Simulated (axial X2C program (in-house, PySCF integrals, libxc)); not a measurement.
**HGdH: a free-ion multiplet in an axial field**

Computed with an axial X2C code built on PySCF integrals: two-component X2C with atomic mean-field Coulomb and Gaunt terms, basis H dyall-v3z, Gd dyall-v3z (cores contracted in-house). Orbitals come from Hartree–Fock averaged over the configuration Gd f8 s0; CI then distributes these electrons over the f, s shells of Gd.

H–Gd–H held linear, both bonds 2.259 Å.

**Question.** Which level do Hund's rules give for f8, how many Ω levels does it split into, and what is its Landé factor?

**Answer.** S = 3, L = 3, J = 6 (7F6). It gives Ω = 0 to 6, 7 levels. gJ = 3/2 + [S(S+1) − L(L+1)]/[2J(J+1)] = 1.500, so g∥ = 2gJΩ.

The computed levels compare thus:

```
Ω  energy (cm⁻¹)  g∥ computed   2gJΩ
6              0        17.96  18.00
5            403        14.30  15.00
4            812        10.71  12.00
3           1226         7.23   9.00
2           1638         3.98   6.00
1           2009         1.34   3.00
0           2190         0.00   0.00
```

The 7 lowest levels are just these Ω; they span 2190 cm⁻¹, the lowest has Ω = 6, and the next level lies at 2372 cm⁻¹. Departures of g∥ from 2gJΩ come from intermediate coupling and from mixing with the higher-lying level J − 1 of the term. The computed g∥ is the magnitude of 2⟨Lz + ge Sz⟩.

Dynamic correlation is missing, so gaps between terms are too wide and other configurations may lie lower; the lowest level listed is that of this model, not necessarily the ground state. At most 4 roots were kept for each Ω > 0 (twice that for Ω = 0) within 2.2 eV of the lowest, so higher up levels can be missing between those listed; levels with Ω > 0 are doubly degenerate and listed once, Ω = 0 levels singly. States that fill the shells left empty in the average are placed too high. The molecule was held linear; bending was not examined.
